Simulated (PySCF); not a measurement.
Species: C₆H₁₄N (doublet state).
Structure used (GFN2-xTB), in Å, numbered top down from 1:
```
atom  x, y, z in Å
C1    -1.9474    1.2011   -0.6286
C2    -1.6576   -0.1820   -0.2072
C3    -2.8194   -0.7459    0.6405
N4    -0.4405   -0.2143    0.5889
C5     0.7626    0.0120   -0.1888
C6     1.9965   -0.0203    0.7068
C7     3.2732    0.2337   -0.0841
H8    -1.6097    2.0189   -0.0250
H9    -2.5973    1.3896   -1.4599
H10   -1.5732   -0.8253   -1.1112
H11   -2.6451   -1.7948    0.8726
H12   -2.8912   -0.1843    1.5674
H13   -3.7553   -0.6571    0.0961
H14   -0.3676   -1.1068    1.0693
H15    0.6685    0.9957   -0.6586
H16    0.8782   -0.7314   -1.0010
H17    1.8821    0.7341    1.4864
H18    2.0575   -0.9962    1.1953
H19    3.3987   -0.5207   -0.8582
H20    3.2377    1.2103   -0.5615
H21    4.1406    0.2005    0.5708
```

The hyperfine couplings belong to this conformer and change with its torsions.

As a line formula: `[CH2][C@H](C)NCCC` [radical].

Method: UKS B3LYP, pcH-1 on C H N, non-relativistic, mean-field spin-orbit, GIAO (PySCF 2.14.0). One conformer (not necessarily the lowest) at the GFN2-xTB geometry, without solvent, vibrations or thermal averaging. A GFN2-xTB geometry isn't a minimum of the functional, and hyperfine couplings can be far from their values at a DFT geometry. Stability of the SCF solution: not tested.

Principal values of hyperfine tensors in MHz (contact and dipolar terms together), for some of the nuclei:

| atom | isotope | A1 | A2 | A3 |
| --- | --- | --- | --- | --- |
| C3 | 13C | 84.64 | 84.88 | 101.49 |
| H8 | 1H | -102.05 | -62.59 | -23.25 |
| H9 | 1H | -101.81 | -62.72 | -23.09 |
| H10 | 1H | 48.42 | 49.54 | 63.84 |
| C2 | 13C | -35.24 | -33.49 | -30.78 |
| H11 | 1H | 18.93 | 20.72 | 27.80 |
| H12 | 1H | -9.61 | -6.36 | 3.69 |
| N4 | 14N | 2.83 | 3.17 | 4.67 |

(1) Split each tensor into its isotropic and traceless parts, and turn a_iso into mT with g = 2.0026.

(2) What spin density at the nucleus of N4 lies behind its contact coupling (g_N = 0.40376)?

(3) C1 (13C, g_N = 1.40482) isn't in the table. Its spin density at the nucleus is 0.08193 bohr⁻³. What is its contact coupling?

(4) What first-order splitting does H8 cause when the field lies along A1, A2 or A3 of its tensor (g taken as isotropic, no quadrupole term)?

Results:

(1) a_iso = (A1 + A2 + A3)/3, Ti = Ai − a_iso; 1 mT corresponds to 28.029 MHz.

```tsv
atom	a_iso (MHz)	a_iso (mT)	T1	T2	T3
C3	90.34	3.223	-5.70	-5.46	11.15
H8	-62.63	-2.234	-39.42	0.04	39.38
H9	-62.54	-2.231	-39.27	-0.18	39.45
H10	53.93	1.924	-5.52	-4.40	9.91
C2	-33.17	-1.183	-2.07	-0.32	2.39
H11	22.48	0.802	-3.56	-1.76	5.32
H12	-4.09	-0.146	-5.51	-2.26	7.78
N4	3.56	0.127	-0.73	-0.39	1.12
```

(2) a_FC = 800.24 MHz bohr³ × g_N × ρ(0)/(2S). With a_FC = 3.56 MHz and 2S = 1, ρ(0) = 0.01101 bohr⁻³.

(3) By the same relation, a_FC = 92.1 MHz. Its full tensor has the principal values 10.99, 11.54, 253.77 MHz.

(4) 2 lines (I = 1/2), spaced by |A_i|/(g × 13.996): 3.64, 2.23, 0.83 mT along the axes of A1, A2 and A3.
